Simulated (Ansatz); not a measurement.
Relaxation of ClH6InO3Si (12 atoms, charge 0, multiplicity 1), to a largest force component of 0.03 eV/Å in at most 50 steps.

The calculation used RKS LDA/def2-SVP in Ansatz 0.2.0.

```xyz
12
Properties=species:S:1:pos:R:3
In 0.369 0.463 -0.188
O -0.895 -0.217 2.633
H -1.485 -0.289 1.836
Cl 2.044 -0.326 -1.570
O -1.534 -0.121 -0.133
H -1.703 -0.878 -0.733
O 0.561 1.935 1.135
Si 1.949 2.666 1.707
H 3.098 1.687 1.770
H 2.365 3.821 0.830
H 1.653 3.177 3.091
H -0.608 0.734 2.578
```

Question: Where does it end, and by what steps?

Answer: The run converged. The force dipped under the threshold on the way, but the program's further checks kept it going. After 23 steps the energy has fallen by 0.758 eV; H12 moved furthest, 1.09 Å. Joined: In1–O2 (3.17 → 2.23 Å).

```json
{"step": "0", "energy less start (eV)": "0.0000", "largest force component (eV/Å)": "0.777", "accepted": "yes"}
{"step": "1", "energy less start (eV)": "-0.2030", "largest force component (eV/Å)": "0.975", "accepted": "yes"}
{"step": "2", "energy less start (eV)": "-0.4423", "largest force component (eV/Å)": "1.234", "accepted": "yes"}
{"step": "3", "energy less start (eV)": "-0.6146", "largest force component (eV/Å)": "0.536", "accepted": "yes"}
{"step": "4", "energy less start (eV)": "-0.6753", "largest force component (eV/Å)": "0.660", "accepted": "yes"}
{"step": "5", "energy less start (eV)": "-0.7013", "largest force component (eV/Å)": "0.621", "accepted": "yes"}
{"step": "6", "energy less start (eV)": "-0.7040", "largest force component (eV/Å)": "0.372", "accepted": "yes"}
{"step": "7", "energy less start (eV)": "-0.7233", "largest force component (eV/Å)": "0.231", "accepted": "yes"}
{"step": "8", "energy less start (eV)": "-0.7327", "largest force component (eV/Å)": "0.142", "accepted": "yes"}
{"step": "9", "energy less start (eV)": "-0.7233", "largest force component (eV/Å)": "0.364", "accepted": "no"}
{"step": "10", "energy less start (eV)": "-0.7392", "largest force component (eV/Å)": "0.055", "accepted": "yes"}
{"step": "11", "energy less start (eV)": "-0.7434", "largest force component (eV/Å)": "0.146", "accepted": "yes"}
{"step": "12", "energy less start (eV)": "-0.7452", "largest force component (eV/Å)": "0.154", "accepted": "yes"}
{"step": "13", "energy less start (eV)": "-0.7475", "largest force component (eV/Å)": "0.166", "accepted": "yes"}
{"step": "14", "energy less start (eV)": "-0.7494", "largest force component (eV/Å)": "0.143", "accepted": "yes"}
{"step": "15", "energy less start (eV)": "-0.7515", "largest force component (eV/Å)": "0.132", "accepted": "yes"}
{"step": "16", "energy less start (eV)": "-0.7529", "largest force component (eV/Å)": "0.144", "accepted": "yes"}
{"step": "17", "energy less start (eV)": "-0.7544", "largest force component (eV/Å)": "0.101", "accepted": "yes"}
{"step": "18", "energy less start (eV)": "-0.7559", "largest force component (eV/Å)": "0.199", "accepted": "yes"}
{"step": "19", "energy less start (eV)": "-0.7573", "largest force component (eV/Å)": "0.051", "accepted": "yes"}
{"step": "20", "energy less start (eV)": "-0.7560", "largest force component (eV/Å)": "0.097", "accepted": "no"}
{"step": "21", "energy less start (eV)": "-0.7577", "largest force component (eV/Å)": "0.024", "accepted": "yes"}
{"step": "22", "energy less start (eV)": "-0.7581", "largest force component (eV/Å)": "0.084", "accepted": "yes"}
{"step": "23", "energy less start (eV)": "-0.7582", "largest force component (eV/Å)": "0.016", "accepted": "yes"}
```

```xyz
12
Properties=species:S:1:pos:R:3
In 0.403 0.278 0.478
O -0.840 -0.832 1.963
H -1.561 -0.520 1.283
Cl 1.877 -0.985 -0.790
O -1.570 0.345 -0.061
H -1.778 0.005 -0.953
O 0.917 1.732 1.726
Si 2.055 2.932 1.643
H 3.457 2.383 1.511
H 1.816 3.860 0.474
H 1.974 3.738 2.914
H -0.936 -0.282 2.770
```

Whether the end is a true minimum wasn't checked by a vibrational analysis.

The run took 28 s on 4 threads of Arm Neoverse V2, with other jobs on the host, peak memory 0.2 GiB.
